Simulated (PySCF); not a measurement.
SMILES C=C[Si](OC)(OC)[OH+]C (C5H13O3Si (cation, charge +1)), GFN2-xTB optimised geometry.

```
22

C     -2.24     2.03    -0.99
C     -1.61     1.41     0.00
Si    -1.08    -0.38     0.00
O     -1.08    -1.22     1.36
C     -2.07    -1.66     2.27
O     -1.43    -1.03    -1.41
C     -1.64    -2.29    -2.01
O      0.77    -0.38     0.00
C      1.54     0.37    -0.93
H     -2.49     1.53    -1.91
H     -2.52     3.07    -0.92
H     -1.40     1.97     0.90
H     -1.59    -2.35     2.96
H     -2.88    -2.17     1.75
H     -2.47    -0.81     2.82
H     -0.78    -2.54    -2.62
H     -1.79    -3.07    -1.26
H     -2.53    -2.21    -2.64
H      1.20    -0.46     0.86
H      1.01     0.35    -1.88
H      1.66     1.40    -0.61
H      2.52    -0.10    -1.05
```

Density from PBE0/def2-SVP in PySCF at that geometry.

Minimum of the electron density along straight lines between bonded atoms, close to the bond critical point (lines longer than 1.1 times the sum of covalent radii, or with two minima, are not listed):

| bond | length / Å | ρ at the minimum / e bohr⁻³ | ∇²ρ there / e bohr⁻⁵ | position (fraction from the first atom) |
|---|---|---|---|---|
| C1–C2 | 1.329 | 0.339 | -0.90 | 0.50 |
| C2–Si3 | 1.868 | 0.122 | 0.32 | 0.62 |
| Si3–O4 | 1.598 | 0.138 | 1.18 | 0.42 |
| O4–C5 | 1.416 | 0.234 | -0.08 | 0.67 |
| Si3–O6 | 1.585 | 0.140 | 1.26 | 0.42 |
| O6–C7 | 1.419 | 0.231 | -0.08 | 0.67 |
| Si3–O8 | 1.851 | [?] | [?] | 0.40 |
| O8–C9 | 1.428 | 0.227 | 0.01 | 0.67 |
| C1–H10 | 1.077 | 0.288 | -1.16 | 0.65 |
| C1–H11 | 1.078 | 0.287 | -1.16 | 0.65 |
| C2–H12 | 1.085 | 0.278 | [?] | 0.64 |
| C5–H13 | 1.089 | 0.286 | -1.14 | 0.65 |
| C5–H14 | 1.089 | 0.285 | -1.11 | 0.64 |
| C5–H15 | 1.089 | 0.285 | -1.12 | 0.64 |
| C7–H16 | 1.090 | 0.285 | -1.12 | 0.64 |
| C7–H17 | 1.088 | 0.285 | -1.11 | 0.64 |
| C7–H18 | 1.089 | 0.286 | -1.13 | 0.65 |
| O8–H19 | 0.968 | 0.342 | -2.69 | 0.83 |
| C9–H20 | 1.087 | 0.288 | -1.16 | 0.66 |
| C9–H21 | 1.090 | 0.286 | -1.14 | 0.65 |
| C9–H22 | 1.089 | 0.286 | -1.14 | 0.65 |

Q: Complete the blanks.

A: 
- Si3–O8, ρ at the minimum / e bohr⁻³: 0.075
- Si3–O8, ∇²ρ there / e bohr⁻⁵: 0.44
- C2–H12, ∇²ρ there / e bohr⁻⁵: -1.04
